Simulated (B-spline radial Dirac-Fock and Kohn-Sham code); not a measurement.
## Total and shell-resolved photoionisation of Cd²⁺

System: the Cd²⁺ ion in the configuration [Kr] 4d10.

Model: Dirac-Hartree-Slater photoionisation with all multipoles and Dirac-Fock thresholds. Program: a radial finite-basis atomic code.

Computed thresholds (eV): K 26738.3, L1 4052.3, L2 3755.9, L3 3566.1, M1 800.8, M2 681.8, M3 647.1, M4 438.2, M5 431.5, N1 143.5, N2 104.1, N3 98.28, N4 36.52, N5 35.82.

```
photon energy (eV)  total (b)  K (%)  L (%)  M (%)  N (%)
              90.6  1.952e+06      –      –      –  100.0
               192  1.181e+06      –      –      –  100.0
               306     996400      –      –      –  100.0
               349     881000      –      –      –  100.0
              1000  1.387e+06      –      –   88.7   11.3
            1253.6     837500      –      –   88.3   11.7
            1486.9     563700      –      –   88.1   11.9
              4000     219000      –   78.0   19.0    3.0
              5500     112100      –   81.3   16.1    2.6
            8047.8      41110      –   81.5   15.8    2.7
            9251.7      28230      –   81.6   15.7    2.7
             15000       7504      –   81.6   15.6    2.8
             27500       8712   84.3   12.8    2.4    0.4
             56200       1265   86.1   11.3    2.2    0.4
             80000      466.7   86.6   10.9    2.1    0.4
            175000      48.68   87.0   10.6    2.0    0.4
```

Task: With what power of the photon energy does the total fall between 80000 and 175000 eV?

Result: As E^-2.89. The non-relativistic Born limit for an s electron far above threshold is E^-3.5; near threshold and at relativistic energies the fall is slower.
